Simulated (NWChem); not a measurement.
## Energy against volume for MgS (rocksalt type)

```yaml
crystal:
  lattice:
    - [0.00000, 2.54196, 2.54196]
    - [2.54196, 0.00000, 2.54196]
    - [2.54196, 2.54196, 0.00000]
  atoms:
    - { symbol: S, position: [0.00000, 0.00000, 0.00000] }
    - { symbol: Mg, position: [0.50000, 0.50000, 0.50000] }
```

All runs are NWChem calculations. Origin of the cell: lattice set by a structure generator, not relaxed at this level.

Norm-conserving pseudopotentials with valence charges S 6, Mg 2, fixed occupations, no spin-orbit coupling, density cut at twice the wavefunction cutoff.

Level: LDA (Vosko), Troullier-Martins. Cutoff 25 Ha, 4×4×4 Monkhorst-Pack mesh (coarse; a gap was checked on this mesh alone). The cell above is scaled uniformly with fixed fractional coordinates. Moduli are given to the nearest 5 GPa, since fits on other sets of volumes differ by about that much.

| volume (Å³/cell) | E − E(lowest point) (meV/atom) |
|---|---|
| 30.22 | 41.4 |
| 31.54 | 11.5 |
| 32.85 | 0.0 |
| 34.16 | 2.4 |
| 35.48 | 16.0 |

Task: Fit a Birch-Murnaghan equation of state: what equilibrium volume and bulk modulus follow?

Result: V₀ ≈ 33.2 Å³ per cell (16.62 Å³ per atom) and B₀ ≈ 80 GPa.
